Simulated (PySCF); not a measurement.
C₃H₃BF₂O, SMILES C1C=C(B(F)F)O1.

The structure is a stationary point at PBE-D3(BJ)/def2-SVP. The structure was generated by enumeration, and PubChem lists no compound with its InChIKey, so it may never have been made. One conformer was computed; it need not be the lowest.

The numbers are results of PySCF with PBE/def2-TZVP, not measurements.

Symmetry labels are those of the subgroup Cs that the program uses (full group Cs).

Computed valence orbital energies around the gap with their symmetry:
```tsv
orbital	symmetry	energy (eV)
HOMO−7	A"	-11.73
HOMO−6	A'	-10.65
HOMO−5	A"	-10.41
HOMO−4	A'	-9.88
HOMO−3	A'	-8.64
HOMO−2	A'	-8.39
HOMO−1	A"	-8.32
HOMO	A"	-5.92
LUMO	A"	-2.50
LUMO+1	A'	0.20
LUMO+2	A'	0.49
LUMO+3	A'	0.81
```
